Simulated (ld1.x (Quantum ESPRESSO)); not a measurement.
**Pm (Z = 61): excitation energies, all-electron against PAW**

ld1.x (Quantum ESPRESSO) 7.5 input, shortened:

```
&input
   title='Pm', zed=61., rel=2, dft='PBE', iswitch=3,
   config='[Xe] 4f4 5d1 6s2 6p0', rel_dist='average'
 /
 &inputp
   pseudotype=3, lpaw=.true., tm=.true., lloc=-1, rcloc=3.05,
   nlcc=.true., new_core_ps=.true.,
   which_augfun='BESSEL', rmatch_augfun=2.00
 /
6
5S  1  0   2.00   0.00  2.55  2.80  0.0
6S  2  0   2.00   0.00  2.55  2.80  0.0
5P  2  1   6.00   0.00  2.15  2.75  0.0
6P  3  1   0.00   0.00  2.15  2.75  0.0
5D  3  2   1.00   0.00  2.55  3.10  0.0
5D  3  2   0.00   1.20  2.55  3.10  0.0
 &test
   configts(1)='5s2 5p6 5d1 6s2 6p0'
 /
```

Open shells are filled in proportion to 2j + 1 (rel_dist='average').

Energies are relative to the spin-unpolarised reference configuration 5s2 5p6 5d1 6s2 6p0; without spin polarisation the order of configurations can differ from experiment. Not all tests gave a result: test run stopped at test 7 of 7 (negative rho), 2 before it not solved. Left out of the table: 5s2 5p5 5d1 6s2 6p0 (solver errors, printed error -563 eV); 5s2 5p6 5d0 6s2 6p0 (solver errors, printed error -586 eV).

```csv
valence configuration,charge,ΔE all-electron (eV),error AE − PS (meV)
5s2 5p6 5d1 6s1 6p0,+1,6.360,+41
5s2 5p6 5d0 6s0 6p0,+3,37.562,-116
5s2 5p6 5d2 6s0 6p0,+1,6.952,-13
```

**Question.** What are ΔE and the potential's error for 5s2 5p6 5d1 6s0 6p0?

**Answer.** ΔE = 17.962 eV all-electron; the error (AE − PS) is -27 meV.

The ghost test of this file was not conclusive.
